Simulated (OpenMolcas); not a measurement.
## Co2+: moving the ligands

Co2+ with 3 ligands (chloride) in trigonal planar coordination (D3h) at 2.31 Å. A charge of +0.333 e stands 2.6 Å behind each ligand. Ligand basis ANO-RCC-VDZP.
```
Co    0.0000    0.0000    0.0000
Cl    2.3100    0.0000    0.0000
Cl   -1.1550    2.0005    0.0000
Cl   -1.1550   -2.0005    0.0000
```

| Property | Result |
| --- | --- |
| Program | OpenMolcas 26.06 |
| Method | SS-CASPT2, IPEA 0.25 Eh, imaginary shift 0.1 Eh (closed shells correlated: 3s 3p and the ligand valence shells) |
| Basis | ANO-RCC-VDZP [5s4p2d1f] |
| Scalar Hamiltonian | DKH2, point nucleus |
| Active space | 7 electrons in 5 orbitals (3d) |
| State averaging | 2S+1 = 4 even, 10 roots; 2S+1 = 2 even, 40 roots |
| Spin-orbit coupling | RASSI with atomic mean-field integrals over the reference wave functions |

Runs around this geometry, states (labels of D3, the rotations of D3h). Energies in cm-1 above the lowest state or level, χT in cm3 K/mol.

```json
{"R (Å)": "2.28", "Ground state": "4A2", "First state of that spin": "4E 180", "First gap with spin-orbit (degeneracies)": "150 (2, 2)", "χT at 300 K": "4.745", "First state of another spin": "2E 14270"}
{"R (Å)": "2.31", "Ground state": "4A2", "First state of that spin": "4E 180", "First gap with spin-orbit (degeneracies)": "150 (2, 2)", "χT at 300 K": "4.759", "First state of another spin": "2E 14420"}
{"R (Å)": "2.44", "Ground state": "4A2", "First state of that spin": "4E 190", "First gap with spin-orbit (degeneracies)": "150 (2, 2)", "χT at 300 K": "4.840", "First state of another spin": "2E 14900"}
```

Roots that are degenerate in the reference are averaged as groups; the widest CASPT2 spread within a group is 160 cm-1 (the 2-fold group of multiplicity 4 near 2970 cm-1 above the lowest state of its run, R = 2.31). Shifts and gaps below about the spread of the groups concerned are not significant. Spin-orbit coupling mixes the spin-free states strongly: the lowest level takes only 58 % from its leading state, 4A2. A single d shell leaves out the double-shell effect, which counts most for late 3d ions, where the CASPT2 field can be off either way by tens of per cent. Ligand-to-metal charge-transfer states are missing. For late 3d ions with one d shell CASPT2 can put B and the spin-flip bands somewhat low as well as high. Free-ion shares, where given, are those of the reference states; single-state CASPT2 does not remix them. No measured value stands beside these numbers; the geometry is a model, was not optimised and need not be the one that this ion takes.
